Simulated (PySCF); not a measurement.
Precursor series Cd Cl-OH. Isolated molecules, 0 K electronic values unless said otherwise. One relaxed conformer stands for each flexible species; it need not be the lowest.

These are PySCF with B3LYP-D3(BJ)/def2-TZVP // TPSS-D3(BJ)/def2-SVP values and carry that method's errors. B3LYP has the VWN-RPA correlation part, as in Gaussian. 

```
species                                  HOMO (eV)  HOMO–LUMO gap (eV)
---------------------------------------  ---------  ------------------
0 of 2 Cl replaced by OH ([Cd(Cl)2])         -8.62                5.94
1 of 2 Cl replaced by OH ([Cd(Cl)(OH)])      -8.10                 ___
2 of 2 Cl replaced by OH ([Cd(OH)2])         -7.63                5.68
```

### Question
Complete the blanks.

### Answer

- 1 of 2 Cl replaced by OH ([Cd(Cl)(OH)]), HOMO–LUMO gap (eV): 5.80
